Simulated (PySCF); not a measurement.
## PdS2, quintet: computed properties

All numbers come from UPBE0/[Pd def2-TZVP with ECP28, S def2-TZVP], scalar-relativistic core potentials, density fitting, no spin–orbit coupling, PySCF.

The structure is a minimum.

```xyz
3
charge 0 multiplicity 5, angstrom
Pd    0.0000    0.0000   -0.8788
S     0.9673    0.0000    1.4557
S    -0.9673    0.0000    1.4557
```

| Property | Result |
| --- | --- |
| Point group | C2v |
| Bond lengths | Pd–S 2.527 Å (×2), S–S 1.935 Å |
| Bond angles | Pd–S–S 67.5° (×2), S–Pd–S 45.0° |
| Lowest empty level (β) | -4.47 eV |
| Rotational constants | 0.2817, 0.07758, 0.06083 cm⁻¹ |
| Highest occupied level (α) | -4.76 eV |
| Principal polarisabilities | 70.1, 86.0, 109.9 bohr³ |
| Zero-point energy | 6.2 kJ/mol |
| Heat capacity Cp at 298.15 K | 52.5 J/(mol K) |
| Principal quadrupole moments (Buckingham, traceless) about the centre of mass | -3.53, 1.18, 2.35 D Å |
| Enthalpy at 298.15 K above 0 K | 13.37 kJ/mol |
| Dipole moment | 1.53 D |
| Entropy at 298.15 K and 1 bar (electronic part: spin only) | 312.9 J/(mol K) |
| Rotational symmetry number | 2 |
| Spin squared ⟨S²⟩ | 6.014 |
| Atomisation energy without zero-point energy | 415 kJ/mol |

Harmonic modes (masses in u: Pd 105.903, S 31.972):
```tsv
symmetry	ω (cm⁻¹)	IR (km/mol)
b2	176	2.4
a1	178	1.2
a1	681	4.5
```

In C2v the vibrations span b2 + 2a1. Here b1 is antisymmetric to the molecular plane and b2 lies in it.

Charges (e):
```json
{"atom": "Pd1", "Mulliken": "0.00", "Löwdin": "-0.35", "polar tensor": "0.05", "spin (Mulliken)": "2.19", "Mayer order to Pd1": "–"}
{"atom": "S2,3", "Mulliken": "0.00", "Löwdin": "0.17", "polar tensor": "-0.02", "spin (Mulliken)": "0.91", "Mayer order to Pd1": "0.52"}
```
Other Mayer orders above 0.3: S–S 1.71.

Mulliken populations on Pd1 (electrons outside its core potential): s 3.05, p 6.22, d 8.72, f 0.00.

Other isomers or separated fragments may lie lower. Other spin states or occupations of the open shell can lie lower.

The final relaxation and frequency run took roughly 4 core-minutes on a shared host.
